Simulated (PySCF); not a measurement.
# Electronic absorption of isobutyl formate

Isobutyl formate, C5H10O2.
Cartesian coordinates in Å at the PBE0-D3(BJ)/def2-SVP level; atoms count from 1:
```xyz
17
C5H10O2 angstrom
C     -1.0476   -1.4373   -0.0517
C     -0.5495    0.0017   -0.0675
C     -1.6785    0.9935   -0.3200
C      0.5444    0.2054   -1.1066
O      1.6628   -0.6579   -0.8916
C      2.5908   -0.2379   -0.0366
O      2.5793    0.7991    0.5624
H     -0.2226   -2.1452    0.1143
H     -1.7929   -1.5887    0.7439
H     -1.5255   -1.6982   -1.0111
H     -0.1018    0.2350    0.9145
H     -2.1416    0.8260   -1.3070
H     -2.4697    0.8874    0.4371
H     -1.3209    2.0342   -0.2868
H      0.8907    1.2498   -1.0983
H      0.1763   -0.0459   -2.1129
H      3.3924   -1.0031    0.0335
```

Theory: TDDFT wB97X-D/def2-SVPD, vertical, gas phase, core orbitals frozen in the response in PySCF.

```tsv
state	E (eV)	ν̃ (cm⁻¹)	f	main configurations (H = HOMO, L = LUMO)
S1	5.95	47970	0.0015	H→L (90%)
S2	8.03	64760	0.125	H-1→L (81%)
S3	8.45	68120	0.0002	H-2→L (28%), H-5→L (27%), H-3→L (21%)
S4	8.57	69100	0.042	H→L+1 (46%), H→L+2 (22%), H→L+4 (11%)
S5	8.96	72260	0.027	H-1→L+1 (78%)
S6	9.21	74300	0.065	H→L+2 (42%), H→L+5 (27%)
S7	9.28	74880	0.0070	H-2→L (47%), H-3→L (23%)
S8	9.39	75730	0.014	H-1→L+2 (29%), H→L+5 (11%), H→L+3 (11%)
S9	9.51	76740	0.034	H-2→L+1 (38%), H→L+3 (33%)
S10	9.56	77100	0.044	H-1→L+2 (31%), H-2→L+1 (21%), H→L+3 (12%)
```

Triplets, Tamm–Dancoff:

| state | E (eV) | λ (nm) | main configurations (H = HOMO, L = LUMO) |
| --- | --- | --- | --- |
| T1 | 5.44 | 228.0 | H→L (91%) |
| T2 | 6.11 | 203.0 | H-1→L (67%), H-4→L (20%) |
| T3 | 8.06 | 153.9 | H-5→L (29%), H-2→L (20%), H-3→L (19%) |
| T4 | 8.42 | 147.3 | H→L+1 (49%), H→L+2 (24%), H→L+4 (11%) |

The lowest singlet lies at 5.95 eV (208 nm, ultraviolet) and is very weak; its leading configuration is HOMO→LUMO (90%). The most intense listed level is S2 at 8.03 eV (154 nm, f = 0.125), 2.08 eV above S1. S1 has the pattern of n→π* at C=O. Weighted by f, the mean energy of these states is 8.77 eV. The oscillator strengths of these states sum to 0.359; summed over the whole spectrum of an exact calculation they would give the number of electrons, 56 (Thomas–Reiche–Kuhn). Orbital energies (eV): HOMO-3 -11.58, HOMO-2 -11.36, HOMO-1 -10.67, HOMO -10.30, LUMO 1.86, LUMO+1 2.29, LUMO+2 2.76. The vertical ionisation energy (ΔSCF) is 10.72 eV, 1.16 eV above S10. Singlets were solved by full linear response, triplets in the Tamm–Dancoff approximation.

One conformer stands for the species.
